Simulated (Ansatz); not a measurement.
CH$_{2}$ClFZn, SMILES `[F][Zn][CH2]Cl`. Total charge 0; spin multiplicity 1. Geometry: relaxed with PBE0-D4/def2-TZVP. It is one conformer, not always the lowest.

```xyz
6

F    -1.774    1.905    1.444
Zn   -0.794    0.775    0.540
C     0.307   -0.467   -0.438
Cl    1.887   -0.619    0.392
H     0.507   -0.131   -1.455
H    -0.132   -1.463   -0.483
```

**Question.** What is the dipole moment at ωB97M-V/def2-TZVPP? (Estimate.)

**Answer.** Computed: 2.55 D, with components (-0.19, -1.44, -2.09) D in this frame, pointing from negative to positive charge.

**Question.** And with PBE, r2SCAN, B3LYP? (Best estimate.)

**Answer.** Computed: PBE 2.50 D, r2SCAN 2.57 D, B3LYP 2.61 D.

**Question.** Give the Mulliken charges with ωB97M-V, B3LYP, r2SCAN in def2-TZVPP. (Estimate.)

**Answer.** The calculation gave: 
```csv
atom,ωB97M-V,B3LYP,r2SCAN
F1,-0.48,-0.48,-0.47
Zn2,0.61,0.57,0.56
C3,-0.31,-0.21,-0.14
Cl4,-0.13,-0.16,-0.17
H5,0.16,0.14,0.11
H6,0.16,0.14,0.11
```

B3LYP here is the variant with VWN-RPA as its local correlation; programs differ in this.
